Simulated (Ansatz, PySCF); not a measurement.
Reaction (SMILES): O[Si](O)(Br)Br -> O[Si](O)Br + Br atom (the Br-Si bond at the site shown breaks; other sites are not compared here)
Geometries: B3LYP-D3(BJ)/def2-TZVP minima from Ansatz (an electronic-structure program), one conformer each, not searched for the lowest. Frequencies are from Ansatz.

Wanted: bond dissociation energy (enthalpy at 298 K, with B3LYP-D3(BJ) rigid-rotor harmonic-oscillator terms), in kcal/mol. Cores are frozen in the correlated levels unless marked. Open shells are spin-unrestricted. Spin-orbit coupling is left out. Frozen are the shells of the preceding noble gas and the d and f shells that filled before the atom's block. No relativistic terms. CBS(X,Y): correlation extrapolated as X^-3; Hartree-Fock from the larger set. The bracket is a focal-point correction in the basis named.

```json
[
 {"level": "HF/STO-3G", "program": "Ansatz", "bond dissociation energy (kcal/mol)": "81.8", "minus last row": "-18.7"},
 {"level": "HF/6-31G*", "program": "Ansatz", "bond dissociation energy (kcal/mol)": "72.1", "minus last row": "-28.4"},
 {"level": "SVWN5/def2-TZVPD", "program": "Ansatz", "bond dissociation energy (kcal/mol)": "110.1", "minus last row": "9.6"},
 {"level": "revPBE/def2-TZVPD", "program": "Ansatz", "bond dissociation energy (kcal/mol)": "89.0", "minus last row": "-11.5"},
 {"level": "r2SCAN/def2-TZVPD", "program": "Ansatz", "bond dissociation energy (kcal/mol)": "96.8", "minus last row": "-3.7"},
 {"level": "B3LYP-D4/def2-TZVPD", "program": "Ansatz + dftd4", "bond dissociation energy (kcal/mol)": "94.4", "minus last row": "-6.1"},
 {"level": "PBE0/def2-SVP", "program": "Ansatz", "bond dissociation energy (kcal/mol)": "95.9", "minus last row": "-4.6"},
 {"level": "PBE0-D4/def2-TZVP", "program": "Ansatz + dftd4", "bond dissociation energy (kcal/mol)": "98.0", "minus last row": "-2.5"},
 {"level": "TPSSh-D4/def2-TZVPD", "program": "PySCF + dftd4", "bond dissociation energy (kcal/mol)": "96.3", "minus last row": "-4.2"},
 {"level": "M06-2X/def2-TZVPD", "program": "PySCF", "bond dissociation energy (kcal/mol)": "95.0", "minus last row": "-5.5"},
 {"level": "CAM-B3LYP-D4/def2-TZVPD", "program": "Ansatz + dftd4", "bond dissociation energy (kcal/mol)": "95.1", "minus last row": "-5.4"},
 {"level": "LC-wPBE/def2-TZVPD", "program": "Ansatz", "bond dissociation energy (kcal/mol)": "94.7", "minus last row": "-5.8"},
 {"level": "B2GP-PLYP-D3(BJ)/def2-TZVPD", "program": "Ansatz + dftd3", "bond dissociation energy (kcal/mol)": "98.0", "minus last row": "-2.5"},
 {"level": "B2PLYP-D3(BJ)/def2-TZVPD", "program": "Ansatz + dftd3", "bond dissociation energy (kcal/mol)": "96.3", "minus last row": "-4.2"},
 {"level": "MP2/STO-3G", "program": "Ansatz", "bond dissociation energy (kcal/mol)": "87.6", "minus last row": "-12.9"},
 {"level": "MP2/6-31G", "program": "Ansatz", "bond dissociation energy (kcal/mol)": "60.0", "minus last row": "-40.5"},
 {"level": "MP2/6-31G*", "program": "Ansatz", "bond dissociation energy (kcal/mol)": "94.2", "minus last row": "-6.3"},
 {"level": "RI-MP2/def2-TZVPP", "program": "Ansatz", "bond dissociation energy (kcal/mol)": "101.0", "minus last row": "0.5"},
 {"level": "SCS-MP2/STO-3G", "program": "Ansatz", "bond dissociation energy (kcal/mol)": "88.3", "minus last row": "-12.2"},
 {"level": "CCSD/def2-SVP", "program": "Ansatz", "bond dissociation energy (kcal/mol)": "90.3", "minus last row": "-10.2"},
 {"level": "RI-MP2/CBS(def2-TZVPP,def2-QZVPP)+[CCSD(T)-MP2]/def2-TZVPP", "program": "Ansatz", "bond dissociation energy (kcal/mol)": "100.5", "minus last row": "0.0"}
]
```
